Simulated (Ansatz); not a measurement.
`CN[SiH2]C=O` + `[AlH2][SiH2][SiH3]` → `O=C[SiH2][SiH2][AlH2]` + `CN[SiH3]`  (redistribution)

Isolated molecules relaxed with PBE0-D4/def2-TZVP in Ansatz; ΔE leaves out vibrations. CCSD(T)/CBS is the MP2 limit (def2-TZVPP, def2-QZVPP) plus CCSD(T) − MP2 in def2-TZVPP, frozen cores. Functionals use def2-TZVPP. B3LYP here is the variant with VWN-RPA as its local correlation; programs differ in this. Each species was taken in one conformer, which may not be the lowest.

```
       level  ΔE (eV)
    B3LYP-D4     0.06
     ωB97M-V     0.08
         PBE     0.01
HF/CBS(def2)     0.09
```

Task: What does CCSD(T)/CBS give? (Best estimate.)

Result: Computed: +0.07 eV. The listed levels differ from it by -0.01, 0.01, -0.06, 0.02 eV.

Largest T1 diagnostic among the species: 0.016.

From PBE to PBE0 (25 % exact exchange), in def2-TZVPP and without D4, ΔE moves by +0.03 eV.
